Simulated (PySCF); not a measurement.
ClH2Si, SMILES [SiH2]Cl, multiplicity 2. Atoms are numbered in the order given.

```xyz
4

Si    -1.0329     0.1014     0.0000
Cl     1.0317    -0.0164     0.0000
H     -1.5389    -0.5700    -1.2234
H     -1.5389    -0.5700     1.2234
```
Charge 0, spin multiplicity 2.

Geometry optimised at B3LYP-D3(BJ)/def2-TZVP. The isomer is the one that the SMILES or the coordinates give; other isomers of the formula were not compared.

Computed with PySCF with PBE/pcH-1.

Unrestricted Kohn–Sham, ⟨S²⟩ = 0.751. Hyperfine tensors hold the contact and dipolar terms, without spin-orbit corrections.

Computed hyperfine couplings:
```
nucleus     A(iso) (MHz)  A(iso) (G)  dipolar principal values (MHz)
----------  ------------  ----------  ------------------------------
29Si no. 1        -575.4      -205.3              -155.7, 77.5, 78.3
35Cl no. 2          10.6         3.8              -22.4, -19.8, 42.3
1H no. 3            73.5        26.2                  -8.2, 0.6, 7.6
1H no. 4            73.5        26.2                  -8.2, 0.6, 7.6
```

### Question
And the g tensor (effective nuclear charges for spin-orbit coupling, GIAO)? (An estimate is asked for; the answer gives what the named calculation found.)

### Answer
principal values 2.0022, 2.0075, 2.0107; isotropic 2.0068.
